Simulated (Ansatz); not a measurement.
BrH3Ti (SMILES [TiH3][Br]) moved off its minimum; all values from Ansatz (a first-principles code), cores frozen in correlated methods.
(charge 0, multiplicity 1)
```xyz
5

Ti     1.17510    -0.12030     0.56535
Br    -0.88189     0.01170    -0.41355
H      2.24060     0.88342    -0.32884
H      1.12274     0.67602     2.18998
H      1.72073    -1.79075     0.67874
```

Give the forces (eV/Å), the total energy and the dipole at CCSD(T)/def2-TZVPPD.


| atom | Fx | Fy | Fz |
|---|---|---|---|
| Ti1 | 0.947 | 0.095 | 1.241 |
| Br2 | -0.821 | 0.035 | -0.390 |
| H3 | -0.012 | -0.116 | -0.018 |
| H4 | -0.003 | -0.449 | -0.783 |
| H5 | -0.112 | 0.435 | -0.049 |
Energy -3422.9204 hartree, dipole 0.28 D.
